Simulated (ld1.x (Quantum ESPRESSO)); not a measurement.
## u(r) = r·R(r): atom against pseudo-atom (bismuth)

Columns: radius, all-electron u(r) and pseudo u(r) of the 6s shell (level -22.19 eV) of bismuth in the configuration [Xe] 4f14 5d10 6s2 6p2; PBEsol, scalar-relativistic, PAW scheme, ld1.x (Quantum ESPRESSO) 7.5.

| r (bohr) | all-electron | pseudo |
| --- | --- | --- |
| 0.123 | 0.1905 | -0.0625 |
| 0.245 | -0.2044 | -0.1252 |
| 0.368 | -0.1691 | -0.1896 |
| 0.490 | 0.1790 | -0.2551 |
| 0.613 | 0.3914 | -0.3226 |
| 0.735 | 0.3831 | -0.3906 |
| 0.858 | 0.2255 | -0.4592 |
| 0.980 | 0.0064 | -0.5262 |
| 1.103 | -0.2180 | -0.5908 |
| 1.225 | -0.4124 | -0.6501 |
| 1.348 | -0.5672 | -0.7030 |
| 1.470 | -0.6783 | -0.7465 |
| 1.593 | -0.7514 | -0.7794 |
| 1.715 | -0.7912 | -0.7996 |
| 1.838 | -0.8050 | -0.8062 |
| 1.960 | -0.7985 | -0.7985 |
| 2.083 | -0.7767 | -0.7767 |
| 2.205 | -0.7443 | -0.7443 |
| 2.328 | -0.7043 | -0.7043 |
| 2.450 | -0.6602 | -0.6602 |
| 2.573 | -0.6133 | -0.6133 |
| 2.695 | -0.5661 | -0.5661 |
| 2.818 | -0.5190 | -0.5190 |
| 2.940 | -0.4736 | -0.4736 |
| 3.063 | -0.4299 | -0.4299 |
| 3.185 | -0.3889 | -0.3889 |

(1) How many radial nodes do the two functions have?

(2) At about which radius was the pseudo-wave matched?

(3) Is the pseudo-wave norm-conserving?

Results:

(1) The all-electron 6s function has n − l − 1 = 5 (the table is too coarse to show those close to the nucleus); the pseudo-wave has 0, since the states of the same l below it are removed with the core.

(2) 2.00 bohr, where the columns begin to agree (steps of 0.12 bohr).

(3) No, it belongs to a PAW set: the norm inside the radius is not constrained, and the difference is carried by the augmentation charge.
